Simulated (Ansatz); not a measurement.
The first iterations of a band of AlH₄NO₂ (8 atoms, charge 0, multiplicity 1).

Theory: RKS B3LYP/def2-SVP (Ansatz).

```yaml
movable_images: 9
climbing_image: yes
spring: 5.0 eV/Å²
optimiser: quadratic models (default)
start_path: through a guess of the saddle point
force_threshold: 0.05 eV/Å
iteration_limit: 60
end_points: relaxed
```

Image 0:

```xyz
8
Properties=species:S:1:pos:R:3
Al -0.056 0.101 0.135
O -0.224 -0.639 1.661
N 0.497 -0.907 -1.201
H 0.733 -1.891 -1.122
O -0.380 1.740 -0.203
H -0.490 -0.236 2.490
H 0.627 -0.584 -2.154
H -0.706 2.416 0.394
```

Image 10:

```xyz
8
Properties=species:S:1:pos:R:3
Al -0.092 0.244 0.154
O -0.349 -0.173 1.787
N 0.466 -0.897 -1.077
H 0.702 -1.872 -0.933
O -0.385 1.849 -0.332
H -0.247 -1.039 2.188
H 0.601 -0.647 -2.052
H -0.696 2.535 0.264
```

| iteration | highest image above the first end (eV) | largest band force component (eV/Å) |
| --- | --- | --- |
| 1 | 3.339 | 15.929 |
| 2 | 2.846 | 2.479 |
| 3 | 2.230 | 4.629 |
| 4 | 1.691 | 2.960 |
| 5 | 1.053 | 2.127 |
| 6 | 0.572 | 0.866 |
| 7 | 0.350 | 0.662 |
| 8 | 0.191 | 0.688 |
| 9 | 0.170 | 0.435 |

Problem. Does the band converge within its limit, and where does its top end?

Solution. The forces met the threshold. It ended after 27 iterations with the highest image 0.050 eV above the first end. A vibrational analysis at the climbing image gives one clearly imaginary mode, 247i cm⁻¹: a first-order saddle point.

Run time: 2.8 min on 2 threads of Intel(R) Xeon(R) 6975P-C (Granite Rapids), with other jobs on the host, peak memory 0.2 GiB.
